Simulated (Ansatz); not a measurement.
`[F][In]([F])[SH]` + HBr → `[F][In]([F])[Br]` + H₂S at 600 K and 1 bar (ligand exchange at the In–S bond).

Gas-phase electronic energies from Ansatz, PBE0-D4/def2-TZVP geometries. CCSD(T)/CBS adds triple-zeta CCSD(T) − MP2 to the extrapolated MP2 energy (def2 sets, frozen cores). This one scheme is used for every species. def2 core potentials past Kr. For Br, In outer-core shells are correlated without core-valence functions, which leaves a few kJ/mol of doubt a bond. Scalar relativity is left out up to krypton. One conformer a species, not always the lowest.

| species | CCSD(T)/CBS energy (Eh) | H − E (kJ/mol) | S (J/(mol·K)) |
| --- | --- | --- | --- |
| `[F][In]([F])[SH]` | -787.86618 | 79.5 | 408.4 |
| HBr | -2573.91920 | 33.5 | 219.1 |
| `[F][In]([F])[Br]` | -2962.82519 | 51.9 | 394.0 |
| H₂S | -398.97279 | 60.8 | 230.9 |

H − E and S are ideal-gas, rigid-rotor, harmonic terms from PBE0-D4/def2-TZVP, for one conformer and one mirror image of each species. 1 Eh = 2625.50 kJ/mol, R = 8.31446 J/(mol·K).

By hand: ΔE, ΔH, ΔS and ΔG.

ΔE = (-2962.82519) + (-398.97279) − (-787.86618) − (-2573.91920) = -0.01260 Eh = -33.1 kJ/mol. Δ(H − E) = 51.9 + 60.8 − 79.5 − 33.5 = -0.3, so ΔH = -33.4 kJ/mol. ΔS = 394.0 + 230.9 − 408.4 − 219.1 = -2.6 J/(mol·K). ΔG = -33.4 − 600 × (-2.6)/1000 = -31.8 kJ/mol.

By hand: the equilibrium constant, and the temperature at which ΔG would vanish if ΔH and ΔS stayed fixed.

log₁₀ K = −ΔG/(RT ln 10) = 2.8. ΔG = 0 at ΔH/ΔS = 12846 K, far beyond where these terms or the molecules hold.

The number of gas molecules stays the same, so ΔS is small and ΔH decides. A doubt of 5 kJ/mol in ΔE shifts log₁₀ K by 0.4 here. Other conformers and mirror images would add mixing entropy, several J/(mol·K) or more a flexible species. These are equilibria of isolated gas molecules and say nothing of rates. Largest T1 diagnostic: 0.016 (customary marks: 0.02 for closed shells, 0.045 for open ones).
